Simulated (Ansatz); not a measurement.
Harmonic frequencies (cm⁻¹) at PBE0-D4/def2-TZVP from Ansatz: 76, 114, 118, 183, 245, 397, 521, 556, 562, 722, 819, 861, 874, 970, 971, 1338, 1446, 1469, 2148, 2158, 2170, 3054, 3145, 3159.

Each molecule was computed in one conformer, which needn't be the lowest.

Which molecule is it?
A. `CSSC`
B. `C=CS[SiH3]`
C. `S[CH](S)[GeH3]`
D. `CS[S][GeH3]`

D.
